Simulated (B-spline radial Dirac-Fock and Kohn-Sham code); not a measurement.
**Elastic and transport cross sections of gallium for electrons**

These are calculated numbers from a radial B-spline solver; the model is relativistic (Dirac) partial waves in the static field of the Dirac-Fock atom with Furness-McCarthy exchange, without polarisation or absorption potentials. Below a few hundred eV the neglected polarisation potential matters, most of all at small angles. σ_tr1 and σ_tr2 weight the cross section with 1 − P₁ and 1 − P₂ of cos θ; "backward" is the share scattered beyond 90°.

| energy (eV) | σ (a₀²) | σ_tr1 (a₀²) | σ_tr2 (a₀²) | σ/σ_tr1 | backward (%) |
| --- | --- | --- | --- | --- | --- |
| 153 | 13.8 | 5.86 | 6.20 | 2.35 | 23 |
| 168 | 13.5 | 5.75 | 5.78 | 2.35 | 23 |
| 176 | 13.4 | 5.68 | 5.56 | 2.36 | 23 |
| 200 | 12.9 | 5.44 | 4.96 | 2.38 | 22 |
| 300 | 11.1 | 4.33 | 3.31 | 2.57 | 19 |
| 330 | 10.7 | 4.03 | 3.02 | 2.65 | 18 |
| 468 | 8.97 | 2.95 | 2.26 | 3.05 | 14 |
| 500 | ? | ? | ? | ? | ? |
| 702 | 7.23 | 1.90 | 1.72 | 3.80 | 11 |
| 729 | 7.08 | 1.82 | 1.67 | 3.89 | 11 |
| 790 | 6.78 | 1.66 | 1.58 | 4.09 | 10 |
| 1000 | 5.95 | 1.24 | 1.34 | 4.80 | 8.4 |
| 1180 | 5.42 | 1.00 | 1.17 | 5.41 | 7.3 |
| 1210 | 5.35 | 0.970 | 1.15 | 5.51 | 7.1 |
| 1220 | 5.32 | 0.960 | 1.14 | 5.54 | 7.1 |
| 1500 | 4.73 | 0.728 | 0.947 | 6.50 | 5.8 |

Question: Fill in the row for 500 eV.

Answer: σ = 8.67 a₀², σ_tr1 = 2.76 a₀², σ_tr2 = 2.16 a₀², σ/σ_tr1 = 3.14, backward 14 %. The ratio σ/σ_tr1 is roughly the number of elastic collisions that randomise the direction.
